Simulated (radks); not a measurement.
Spherical quantum dot in the effective-mass picture: electrons in a parabolic well V = omega^2 r^2 / 2 with omega = 2.19, all in effective atomic units (hartree* = m*/eps^2 hartree, bohr* = eps/m* bohr), one dielectric constant everywhere. Method: non-relativistic Kohn-Sham, r2SCAN, spin-polarised, spherical densities, generalised Kohn-Sham scheme; computed with a radial shooting solver with Libxc functionals. Levels are named by radial order and angular momentum (1s, 1p, 1d, 2s, ...), and open shells are averaged over m. Results are scaled to m* = 0.079 and eps = 4.2, for which hartree* = 121.9 meV and bohr* = 2.813 nm. Each electron was tried in the lowest free levels, single moves between levels near the top were tried too, and the lowest total energy was kept; such a search can miss a lower state. At N = 1 the Hartree and exchange-correlation terms need not cancel, so that row can carry a self-interaction error.

\begin{tabular}{lrrrrrr}
N & open shells & 2S & E (meV) & addition energy mu(N+1) - mu(N) (meV) & e(HOMO) (meV) & rms radius (nm) \\ \hline
1 & 1s(up 1, down 0) & 1 & 400.577 & 135.6 & 448.28 & 2.329 \\
2 & none & 0 & 936.723 & 338.6 & 582.37 & 2.431 \\
3 & 1p(up 1, down 0) & 1 & 1811.42 & 82.12 & 914.84 & 2.728 \\
4 & 1p(up 2, down 0) & 2 & 2768.24 & 85.81 & 999.40 & 2.892 \\
5 & 1p(up 3, down 0) & 3 & 3810.87 & 122.3 & 1086.0 & 3.006 \\
6 & 1p(up 3, down 1) & 2 & 4975.76 & 76.84 & 1202.7 & 3.105 \\
7 & 1p(up 3, down 2) & 1 & 6217.49 & 79.77 & 1281.3 & 3.187 \\
8 & none & 0 & 7538.99 & 289.9 & 1361.8 & 3.259 \\
9 & 1d(up 1, down 0) & 1 & 9150.44 & 69.41 & 1646.0 & 3.377 \\
10 & 1d(up 2, down 0) & 2 & 10831.3 & 70.13 & 1715.9 & 3.475 \\
11 & 1d(up 3, down 0) & 3 & 12582.3 & 70.27 & 1786.1 & 3.561 \\
12 & 1d(up 4, down 0) & 4 & 14403.6 & 70.12 & 1856.4 & 3.637 \\
13 & 1d(up 5, down 0) & 5 & 16294.9 & 99.36 & 1926.3 & 3.705 \\
14 & 1d(up 5, down 1) & 4 & 18285.7 & 64.99 & 2023.0 & 3.771 \\
15 & 1d(up 5, down 2) & 3 & 20341.4 & 65.77 & 2088.5 & 3.831 \\
16 & 1d(up 5, down 3) & 2 & 22462.9 & 66.04 & 2154.5 & 3.887 \\
17 & 1d(up 5, down 4) & 1 & 24650.5 & 66.02 & 2220.6 & 3.940 \\
18 & none & 0 & 26904.0 & 88.05 & 2286.5 & 3.990 \\
19 & 2s(up 1, down 0) & 1 & 29245.6 & 79.14 & 2374.1 & 4.039 \\
20 & none & 0 & 31666.4 & 212.3 & 2451.9 & 4.087 \\
21 & 1f(up 1, down 0) & 1 & 34299.4 & 59.25 & 2662.6 & 4.147 \\
22 & 1f(up 2, down 0) & 2 & 36991.7 & 59.30 & 2721.9 & 4.203 \\
23 & 1f(up 3, down 0) & 3 & 39743.3 & 59.22 & 2781.2 & 4.256 \\
24 & 1f(up 4, down 0) & 4 & 42554.1 & - & 2840.4 & 4.307 \\
\end{tabular}

All shells are closed at N = 2, 8, 18, 20 (there: 1s2 1p6 1d10 2s2); the second difference of the energy has clear peaks (12 % above both neighbours; the first and last values, which can be the largest, are not judged, and half-filled shells can peak too) at N = 2, 5, 8, 13, 20.
